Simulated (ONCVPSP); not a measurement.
## Before and after: ONCV potential for boron (B)

```json
{
 "Element": "B",
 "Generator": "ONCVPSP 4.0.1",
 "Type": "optimised norm-conserving Vanderbilt (ONCV)",
 "Functional": "PBE",
 "Relativity": "scalar-relativistic",
 "Frozen core": "[He]",
 "Valence charge": "3",
 "Reference configuration": "2s2 2p1",
 "Partial waves": "2s: rc 1.70 bohr, ncon 4, nbas 8, qcut 3.1 1/bohr, 2 projectors, debl 2.6 Ha; 2p: rc 2.60 bohr, ncon 4, nbas 7, qcut 5.9 1/bohr, 2 projectors, debl 1.4 Ha; d scattering state at 0.15 Ha: rc 2.60 bohr, ncon 4, nbas 7, qcut 3.8 1/bohr, 2 projectors, debl 3 Ha",
 "Local potential": "polynomial inside 1.20 bohr (lpopt 4, dvloc0 0 Ha)",
 "Core correction": "Teter function, parameters optimised by the program"
}
```

All-electron outer shells of the reference configuration (PBE, scalar-relativistic, ld1.x):

```csv
shell,level (eV),outermost node (bohr),outermost maximum (bohr)
1s,-180.59,–,0.21
2s,-9.44,0.46,1.52
2p,-3.61,–,1.57
```

Change: s: qcut 2.3; p: qcut 4.4; d: qcut 2.8.

Cutoffs: the cutoffs (Ha) at which the residual kinetic energy of the hardest occupied pseudo-wave falls to 1 and 0.1 mHa per electron; they do not see the model core or the augmentation charge, which bear on the density cutoff. Errors are all-electron minus pseudo energies relative to the spin-unpolarised reference configuration.

Q: How do hardness, ghosts and transferability respond?

A: The potential gets harder (23 Ha and 56 Ha → 31 Ha and 58 Ha); of the 4 tests that both files solve, the error grows in 2 and shrinks in 2 by more than 15 % and 0.3 meV (median size 36.1 → 14.9 meV); neither file shows a bound ghost.

```csv
quantity,base,changed
"cutoff, loose",23 Ha,31 Ha
"cutoff, tight",56 Ha,58 Ha
loose cutoff by channel,"s 23 Ha, p 9.1 Ha","s 31 Ha, p 7.1 Ha"
bound ghosts,none,none
GHOST(+) flags under 300 eV,d at 107.4 eV,none
"error for 2s2 2p0, meV [ΔE 8.22 eV]",+42,+12
"error for 2s1 2p0, meV [ΔE 33.64 eV]",+73,+18
"error for 2s2 2p0.5, meV [ΔE 2.89 eV]",+5.9,-7.8
"error for 2s1 2p1, meV [ΔE 14.36 eV]",-30,-84
s: phases at 1.73 bohr within 0.05 rad from the reference energy up to (Ha; the scan ends near 5),to the end of the scan,to the end of the scan
p: phases at 2.64 bohr within 0.05 rad from the reference energy up to (Ha; the scan ends near 5),3.5,3.4
d: phases at 2.64 bohr within 0.05 rad from the reference energy up to (Ha; the scan ends near 5),2.4,2.6
"rms error of d²Exc/dni dnj with the model core, mHa",1.22,0.52
```
